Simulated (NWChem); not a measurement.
# C3H3N2, doublet; SMILES c1[nH]n[c]c1

Computed with NWChem. Pople sets run with spherical d functions. Spin-unrestricted. In the optimisation the excess spin sits in a' (Cs, its own frame). Structure relaxed at the PBE0/def2-SVP, spin-unrestricted level. No stability test was run on the SCF state.

Question: Order these runs by computing time, cheapest first, and give rough ratios: PBE0/6-311++G**; PBE0/STO-3G; PBE0/6-31G*.

Answer: PBE0/STO-3G (1), PBE0/6-31G* (6), PBE0/6-311++G** (20). Ratios are rough, from one shared machine; the cheapest took about 4 core-seconds (a rough figure). What differs between the cheapest and the dearest: highest occupied level (eV) -5.23 → -7.53; lowest empty minus highest occupied level, either spin (eV) 5.93 → 5.08; dipole (D) 2.62 → 3.27.
